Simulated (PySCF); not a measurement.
**Shapes and spin states of H₂MoS**

These are results of PBE0/[Mo def2-TZVP with ECP28, S def2-TZVP, H def2-TZVP], scalar-relativistic core potentials, density fitting, no spin–orbit coupling, PySCF, not measurements.

Relaxations began from a few typed shapes and spin states; open shells are unrestricted. The search is not exhaustive: other isomers or separated fragments can lie lower, and high-lying points may rest on an excited occupation.

Task: Order these stationary points by electronic energy, lowest first, in kJ/mol from the lowest minimum.
A. singlet (closed shell, unstable to spin polarisation) Cs: Mo–H 1.677 Å (×2), Mo–S 2.042 Å; H–Mo–H 103.1°, H–Mo–S 97.2° (×2)
B. triplet C2v: Mo–H 1.722 Å (×2), Mo–S 2.076 Å; H–Mo–H 128.8°, H–Mo–S 115.6° (×2)
C. singlet (closed shell, unstable to spin polarisation) C2v: Mo–H 1.736 Å (×2), Mo–S 2.053 Å; H–Mo–H 130.3°, H–Mo–S 114.9° (×2)
D. broken-symmetry Ms = 0 (⟨S²⟩ 1.00) C2v: Mo–H 1.719 Å (×2), Mo–S 2.067 Å; H–Mo–H 129.0°, H–Mo–S 115.5° (×2)

Result: B (0.0), D (39.5), A (72.4), C (131.9).

Task: Which of them are minima?

Result: By energy in kJ/mol, 0.0: minimum; 39.5: minimum; 72.4: minimum of the closed-shell surface only; 131.9: saddle point, 1 imaginary mode.

For the lowest minimum: open d and f shells are described by one determinant, and the ground state may have another occupation or spin.

The electron or spin density has lower symmetry than the nuclear frame for the broken-symmetry Ms = 0 (⟨S²⟩ 1.00) C2v at 39.5 kJ/mol.
